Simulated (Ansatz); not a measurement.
Te5Pb4. Total charge 0; singlet. Geometry PBE-D4/def2-SVP; atoms count from 1.

```xyz
9

Pb    1.4576   -1.4002    1.8515
Pb    2.0613    0.7278   -1.5445
Pb   -0.5900    2.0822    1.5757
Pb   -1.7794   -2.2076   -0.5568
Te   -2.5378    0.1167   -2.2124
Te    2.4145    1.4777    1.4106
Te   -1.5206   -0.7217    2.0805
Te    1.2052   -2.1128   -1.1163
Te   -0.7109    2.0379   -1.4883
```

In the def2 sets Pb, Te take a core potential; there is no spin–orbit coupling. The structure comes from a short search, and lower isomers may exist.

**Question.** Estimate the Mulliken populations from the PBE0/def2-SVP orbitals of Ansatz.

**Answer.** 
| atom | charge (e) |
| --- | --- |
| Pb1 | 0.45 |
| Pb2 | 0.44 |
| Pb3 | 0.44 |
| Pb4 | 0.38 |
| Te5 | -0.21 |
| Te6 | -0.46 |
| Te7 | -0.42 |
| Te8 | -0.42 |
| Te9 | -0.20 |
Mulliken values depend strongly on the basis.

**Question.** And the Mayer bond orders between heavy atoms (over 0.3)?

**Answer.** Pb1–Te6 0.72 (3.06 Å); Pb1–Te7 0.72 (3.06 Å); Pb1–Te8 0.73 (3.06 Å); Pb2–Te6 0.72 (3.07 Å); Pb2–Te8 0.79 (3.00 Å); Pb2–Te9 0.67 (3.07 Å); Pb3–Te6 0.72 (3.07 Å); Pb3–Te7 0.79 (3.00 Å); Pb3–Te9 0.67 (3.07 Å); Pb4–Te5 0.90 (2.95 Å); Pb4–Te7 0.70 (3.04 Å); Pb4–Te8 0.70 (3.04 Å); Te5–Te9 1.02 (2.75 Å).
